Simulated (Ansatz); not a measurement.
`BN=C=N` + `CS[SiH2]O` → `BO[SiH2]SC` + `N=C=N`  (ligand exchange at a B–N bond)

Computed with Ansatz on PBE0-D4/def2-TZVP structures; ΔE is electronic, products minus reactants. CCSD(T)/CBS is the MP2 limit (def2-TZVPP, def2-QZVPP) plus CCSD(T) − MP2 in def2-TZVPP, frozen cores. This one scheme is used for every species. DFT in def2-TZVPP. One conformer a species, not always the lowest.

```tsv
level	ΔE (kJ/mol)
r2SCAN-D4	-11.9
r2SCAN	-11.1
CCSD(T)/def2-TZVPP	-21.3
HF/def2-QZVPP	-21.5
```

What does CCSD(T)/CBS give? (Estimate.)

Ansatz gave: -19.6 kJ/mol. The listed levels differ from it by 7.7, 8.5, -1.7, -1.9 kJ/mol.

Largest T1 diagnostic among the species: 0.017.

The D4 term adds −3.7 kJ/mol with B3LYP and −2.2 kJ/mol with PBE0; it sums over pairs of atoms, weighted by their polarisabilities, and B3LYP, whose exchange is more repulsive, gets the larger term.

B3LYP here is the variant with VWN-RPA as its local correlation; programs differ in this.
